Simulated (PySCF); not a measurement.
# Reading the logs of faulty runs: AlGeH4NO

All numbers below are calculated, not measured. They come from PySCF 2.14.0, an open-source quantum chemistry program, on an isolated molecule that a program drew, which may never have been made. The molecule is AlGeH4NO (charge 0, singlet), drawn as the SMILES string `[OH][AlH][N]=[GeH2]`.

Each row is a Hartree-Fock (HF) and frozen-core CCSD(T) single point in the cc-pV(D+d)Z basis, meant for a local HF minimum. Run 1 is clean. Each other run has one planted mistake out of seven kinds, and not every kind appears here: one electron removed, one electron added, multiplicity raised by two, geometry at a saddle point, minimal basis STO-3G, one bond length entered in bohr, all coordinates scaled. The reference is restricted for singlets and unrestricted otherwise, and also for a bond in bohr. Adding or removing an electron swaps singlet and doublet. Electrons count all cores. HOMO and LUMO are orbital energies over both spins, the gradient is its largest component, and the lowest frequency (negative if imaginary) is given only where the gradient is small. Bond lengths are over the 7 bonds as drawn. T1 is the CCSD diagnostic: over 0.02 (restricted) or 0.045 (unrestricted) a single reference is doubtful. Germanium has the cc-pVDZ-PP basis, with a core potential (ECP10MDF) in place of its 10 inner electrons, and its 3s, 3p and 3d shells are frozen in CCSD(T).

Geometry of the clean run:
```xyz
8
AlGeH4NO, angstrom
O    -0.5243    1.6808   -0.4503
Al   -1.6441    0.7619    0.4316
N    -1.5495   -0.9782    0.5315
Ge   -1.6046   -2.6277    0.6496
H     0.2133    1.3517   -0.9355
H    -2.7669    1.5897    1.1535
H    -0.8817   -3.4245    1.7321
H    -2.3619   -3.5283   -0.3228
```

| run | electrons | basis functions | <S^2> | HOMO (eV) | LUMO (eV) | gradient (hartree/bohr) | lowest frequency (cm^-1) | mean bond (Å) | longest bond (Å) | T1 | HF (hartree) | CCSD(T) (hartree) | mistake |
|---|---|---|---|---|---|---|---|---|---|---|---|---|---|
| 1 | 64 | 94 | 0.000 | -10.11 | 1.26 | 4.3e-05 | 36 | 1.5231 | 1.745 | 0.0195 | -666.97266 | -667.53223 | no fault |
| 2 | 65 | 94 | 0.770 | -0.26 | 7.28 | 1.0e-01 | - | 1.5231 | 1.745 | 0.0188 | -666.95298 | -667.51891 | one electron added |
| 3 | 64 | 94 | 0.907 | -7.86 | 1.28 | 1.3e-02 | - | 1.7227 | 2.968 | 0.0607 | -666.86998 | -667.41967 | one bond length entered in bohr |
| 4 | 64 | 94 | 0.000 | -9.91 | 1.16 | 2.2e-02 | - | 1.5597 | 1.787 | 0.0208 | -666.96759 | -667.53361 | all coordinates scaled |
| 5 | 64 | 94 | 0.000 | -10.03 | 1.14 | 4.4e-05 | -53 | 1.5298 | 1.763 | 0.0189 | -666.96837 | -667.52818 | ? |
| 6 | 64 | 94 | 2.021 | -6.17 | 0.00 | 1.4e-01 | - | 1.5231 | 1.745 | 0.0212 | -666.90114 | -667.41683 | ? |

**Which mistake was planted in run 5, and what did it cost?**

The gradient is small, so the point is stationary, but the lowest frequency is imaginary (-53 cm^-1). So the mistake is: geometry at a saddle point. Subtracting run 1 and multiplying by 627.51 kcal/mol a hartree, the energy moved by 2.7 kcal/mol in HF and 2.5 kcal/mol in CCSD(T).

**Which mistake was planted in run 6, and what did it cost?**

Electrons, basis and geometry are unchanged, and <S^2> is 2.021, beside S(S+1) = 2.00 for a multiplicity of 3. So the mistake is: multiplicity raised by two. Subtracting run 1 and multiplying by 627.51 kcal/mol a hartree, the energy moved by 44.9 kcal/mol in HF and 72.4 kcal/mol in CCSD(T).

Cautions from the logs. Run 2: the added electron raises the CCSD(T) energy, so it isn't bound in this basis; run 3: T1 is over the limit, so its CCSD(T) energy is less reliable; run 4: T1 is over the limit, so its CCSD(T) energy is less reliable.
